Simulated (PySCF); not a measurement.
**Ce: excitation energy**

Ce [Xe] 4f1 5d1 6s2 (high-spin determinant) → Ce [Xe] 4f1 5d2 6s1 (high-spin determinant), as a difference of total energies. All numbers are calculated (PySCF 2.14, the spin-free X2C one-electron Hamiltonian (Gaussian nucleus), in x2c-TZVPPall (11s7p7d4f2g, 113 functions)). Correlated levels: valence: [Kr] 4d10 frozen; valence and next inner shell: [Ar] 3d10 frozen. The calculations carry no spin-orbit coupling.

| method | excitation energy (cm⁻¹) |
| --- | --- |
| UHF | -2295.4 |
| LDA | 1006.9 |
| PBE | -428.45 |
| PBE0 | -788.71 |
| r2SCAN | -3370.5 |
| MP2 (valence) | 2169.8 |
| SCS-MP2 (valence) | 3941.0 |
| MP2 (valence and next inner shell) | 2588.2 |
| SCS-MP2 (valence and next inner shell) | 4247.8 |

Q: How much does correlation contribute at MP2 (valence and next inner shell)?

A: 2588.2 − (-2295.4) = 4883.6 cm⁻¹, measured against UHF.

A first-order spin-orbit estimate (lowest level to lowest level, LS coupling) adds -0.018 eV.

The determinant of the upper state and of the lower state mixes LS terms, which raises its energy above the lowest term, most at the Hartree-Fock and MP2 levels.
